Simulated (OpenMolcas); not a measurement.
# P+: effect of the basis set

```
Program             : OpenMolcas
Method              : MS-RASPT2, IPEA 0.25 Eh, imaginary shift 0.1 Eh (closed shells correlated: 2s 2p)
Active space        : 4 electrons in 9 orbitals (RAS2 3s 3p; RAS3 3d, at most 2 electrons)
State averaging     : 2S+1 = 3 even, 6 roots; 2S+1 = 1 even, 11 roots; 2S+1 = 5 odd, 1 root; 2S+1 = 3 odd, 8 roots; 2S+1 = 1 odd, 8 roots
Spin-orbit coupling : state interaction with AMFI integrals over the reference wave functions, term energies averaged over their components
```

A. ANO-RCC-VTZP [5s4p2d1f], DKH2, point nucleus; CASPT2 step roughly 25 core-seconds
B. ANO-R2 [5s4p3d1f], X2C, finite nucleus; CASPT2 step roughly 30 core-seconds
C. ANO-RCC-VQZP [6s5p3d2f1g], DKH2, point nucleus; CASPT2 step about 22 core-seconds
D. ANO-RCC [8s7p5d4f2g], DKH2, point nucleus; CASPT2 step about 40 core-seconds

Energies in cm⁻¹ above 3s² 3p² ³P₀, the measured ground level; measured values from NIST Handbook of Basic Atomic Spectroscopic Data.

| Level | A | B | C | D | Measured |
| --- | --- | --- | --- | --- | --- |
| 3s² 3p² ³P₀ | 0.0 | 0.0 | 0.0 | 0.0 | 0.0 |
| 3s² 3p² ³P₁ | 145 | 145 | 144 | 146 | 165 |
| 3s² 3p² ³P₂ | 417 | 417 | 414 | 419 | 469 |
| 3s² 3p² ¹D₂ | 9230 | 9300 | 8890 | 8840 | 8882 |
| 3s² 3p² ¹S₀ | 22150 | 22320 | 21650 | 21600 | 21576 |
| 3s 3p³ ⁵S°₂ | 43720 | 43900 | 44380 | 45120 | 45697 |
| 3s 3p³ ³D°₁ | 64630 | 65200 | 64550 | 64940 | 65251 |
| 3s 3p³ ³D°₂ | 64640 | 65210 | 64560 | 64950 | 65272 |
| 3s 3p³ ³D°₃ | 64660 | 65230 | 64580 | 64970 | 65307 |
| 3s 3p³ ³P°₂ | 76940 | 77700 | 76310 | 76520 | 76764 |
| 3s 3p³ ³P°₁ | 76970 | 77720 | 76340 | 76550 | 76812 |
| 3s 3p³ ³P°₀ | 76970 | 77730 | 76350 | 76560 | 76823 |

Deviations, from unrounded energies. A percentage is the sum of absolute deviations over the sum of measured energies, with the sign that they share, or ± where signs differ.

| Against measurement | Levels | A | B | C | D |
| --- | --- | --- | --- | --- | --- |
| mean absolute deviation (cm-1) | 11 | 490 | 540 | 460 | 220 |
| fine structure of the ground term (%) | 2 | -11.5 | -11.4 | -11.9 | -10.9 |
| other terms of the ground configuration (%) | 2 | +3.0 | +3.8 | +0.3 | ±0.2 |
| other configurations (%) | 7 | ±0.9 | ±1.0 | -1.0 | -0.5 |

D lies closest to measurement on these levels and B furthest from it. The largest miss of D in the table is 3s 3p³ ⁵S°₂, by -580 cm-1. The ranking rests on the paired levels alone, and a cruder setting can come out closer through cancelling errors.

Among A to D the level of the table that moves most is 3s 3p³ ⁵S°₂, by 1400 cm-1 (lowest in A, highest in D). Moves below CASPT2's spread within the term are not significant.

CASPT2 does not keep the components of a term degenerate, so their means are used; among the terms shown or strongly mixed into the levels shown the widest spread is 31 cm-1 (3s 3p³ ³D°, B). Over all roots computed the reference weight is 0.94 to 0.99 in C, 0.92 to 0.99 in D; the roots of lowest weight are the least certain, and an intruder state may touch them. The run also gave levels led by 3s 3p² 3d, 3s² 3p 3d, which use shells meant for correlation; these and all levels above them are left out. Some terms mix strongly with configurations of 3d, whose occupation reaches 0.26 (3s 3p³ ³D°, 3s 3p³ ³P°) (figures for A; the like holds for B, C, D). Computed and measured levels are paired by configuration, term and J; levels that our copy of the source lacks, or whose pairing is in doubt (as where it misses far off the trend of its configuration), stay unpaired and out of the deviations. Only configurations of the active space appear. Levels that lie high or do not pair safely by name in every column are left out.

° marks odd parity.
